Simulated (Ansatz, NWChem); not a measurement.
# KOH (SMILES [OH][K]): the vertical electron affinity from total energies

The species is KOH (3 atoms), meant as a singlet with charge 0. As SMILES, `[OH][K]`. Geometry: relaxed at PBE0-D4/def2-TZVP.

```xyz
3

O    -0.3688    0.0468   -0.1969
K     1.5596   -0.3156    0.8194
H    -1.2018    0.2040   -0.6357
```

Both states at this one shape; open shells run unrestricted unless said. 1 Eh = 27.2114 eV.

| level | program | singlet KOH (Eh) | doublet KOH− (Eh) |
| --- | --- | --- | --- |
| SVWN5/def2-TZVPPD | Ansatz | -673.534041 | -673.545552 |
| M06-2X/def2-TZVPPD | NWChem | -675.764421 | -675.766819 |
| wB97M-V/def2-TZVPPD | Ansatz | -675.754545 | -675.753486 |

Task: Work out the vertical electron affinity, E(N) − E(N+1), at each level.

Result: 
1. SVWN5/def2-TZVPPD: -673.534041 − (-673.545552) = 0.011511 Eh = 0.31 eV.
2. M06-2X/def2-TZVPPD: -675.764421 − (-675.766819) = 0.002398 Eh = 0.07 eV.
3. wB97M-V/def2-TZVPPD: -675.754545 − (-675.753486) = -0.001059 Eh = -0.03 eV.

No measured value is set beside it here; the levels span -0.03 to 0.31 eV. A negative affinity means an unbound electron, and its size is set by the basis.
